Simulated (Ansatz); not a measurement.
C$_{2}$H$_{3}$Se, SMILES `C=C[Se]` radical. Total charge 0; spin multiplicity 2.

Z-matrix (Å, degrees):
```
C
C 1 1.345
H 1 1.086 2 121.0
H 1 1.084 2 121.0 3 -180.0
Se 2 1.852 1 122.7 3 180.0
H 2 1.086 1 119.9 3 -0.0
```

Q: What are the harmonic wavenumbers in cm⁻¹ at PBE0-D4/def2-TZVP (Ansatz, finite differences of forces, unscaled)? (An estimate is asked.)

A: Computed: 342, 433, 648, 966, 979, 1025, 1292, 1370, 1550, 3144, 3174, 3247.

Q: Is this a minimum?

A: Yes, all 12 modes are real.

Q: Give the ideal-gas thermochemistry at 298.15 K and 1 bar (rigid rotor, harmonic oscillator; point group Cs, symmetry number 1).

A: Zero-point energy 108.7 kJ/mol; H(298) − E = 121.0 kJ/mol; entropy 282.3 J/(mol·K), of which translation 167.0, rotation 97.9, vibration 11.6, electronic 5.8; G(298) − E = 36.9 kJ/mol.
